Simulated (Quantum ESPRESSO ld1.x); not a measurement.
Values are calculated unless marked as measured or tabulated.
Species: Bi38+. Configuration: [Kr] 4d9.

Level of theory: scalar-relativistic Kohn-Sham, LDA (Slater exchange, VWN5 correlation), spin-polarised, spherical densities, point nucleus; open shells are filled with parallel spins first (ld1.x of Quantum ESPRESSO 7.5).

Energy parts (hartree):
part                      energy
total                 -20677.463
kinetic                23571.381
electron-nucleus      -48953.504
Hartree                 5021.985
exchange-correlation    -317.325

Orbitals (lengths in bohr, moments of r in powers of bohr; r(max) is where P^2 peaks):
orbital  occ.  eigenvalue (hartree)      <r>       <r^4>  <1/r>  r(max)
1s up       1              -3388.68  0.01579   3.329e-07  103.3  0.0096
1s down     1              -3388.68  0.01579   3.329e-07  103.3  0.0096
2s up       1              -657.174  0.06651  0.00004784  24.26   0.056
2s down     1              -657.131  0.06651  0.00004784  24.26   0.056
2p up       3              -570.713  0.06057  0.00004004  21.21   0.047
2p down     3              -570.677  0.06057  0.00004004  21.21   0.047
3s up       1              -202.727   0.1707    0.001663  9.043   0.158
3s down     1              -202.699   0.1707    0.001662  9.044   0.158
3p up       3              -177.970   0.1725    0.001846  8.166   0.158
3p down     3              -177.940   0.1725    0.001845  8.166   0.158
3d up       5              -153.393   0.1561    0.001396  7.650   0.129
3d down     5              -153.355   0.1561    0.001395  7.650   0.129
4s up       1              -85.6854   0.3530     0.02746  4.209   0.344
4s down     1              -85.5970   0.3530     0.02748  4.209   0.344
4p up       3              -76.8390   0.3685     0.03342  3.854   0.358
4p down     3              -76.7524   0.3685     0.03345  3.853   0.358
4d up       5              -67.2647   0.3699     0.03603  3.584   0.355
4d down     4              -67.1778   0.3700     0.03608  3.583   0.355

The highest occupied level is 4d down at -1828.0 eV. The density falls to 0.001 e/bohr^3 at r = 1.03 bohr. Spin moment in Bohr magnetons: 1.
